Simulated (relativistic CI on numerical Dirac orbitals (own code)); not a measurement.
## Radial parameters of Bi⁷⁸⁺

Calculated at this level of theory: Dirac-Coulomb-Breit CI, orbitals from a KLI potential per configuration, model QED (radiative potential, 1s self-energy scaled to tabulated hydrogen-like ionisation energies), unscaled Slater integrals (own radial code, finite nucleus).

Slater integrals F^k, G^k are unscaled and averaged over j, outside the closed core 1s2; ζ comes from projecting the Hamiltonian with its Breit term on Σ l·s of the shell.

- 2s2 2p: ζ(2p) = 1.3434e+07 cm⁻¹; <r>(2p) = 0.05714, <r^2>(2p) = 0.004002 (bohr units).
- 2s 2p2: F^2(2p,2p) = 1.6275e+06, G^1(2s,2p) = 1.7697e+06, ζ(2p) = 1.3411e+07 cm⁻¹; <r>(2s) = 0.06346, <r^2>(2s) = 0.004815, <r>(2p) = 0.05717, <r^2>(2p) = 0.004005 (bohr units).
- 2p3: F^2(2p,2p) = 1.6259e+06, ζ(2p) = 1.339e+07 cm⁻¹; <r>(2p) = 0.05722, <r^2>(2p) = 0.004012 (bohr units).

Averages of the first 10 configurations, taken without configuration mixing, which lowers the lowest level and can move excited configurations by several eV; other configurations of the list can lie among them:

| Configuration | Parity | States | Average energy above the lowest level (eV) |
| --- | --- | --- | --- |
| 2s2 2p | odd | 6 | 1669.4 |
| 2s 2p2 | even | 30 | 3637.5 |
| 2p3 | odd | 20 | 5679.0 |
| 2p2 3s | even | 30 | 17913.0 |
| 2s2 3s | even | 2 | 13983.7 |
| 2p2 3p | odd | 90 | 18496.0 |
| 2s2 3p | odd | 6 | 14582.0 |
| 2p2 3d | even | 150 | 18920.3 |
| 2s2 3d | even | 10 | 15005.7 |
| 2s 2p 3s | odd | 24 | 15911.5 |
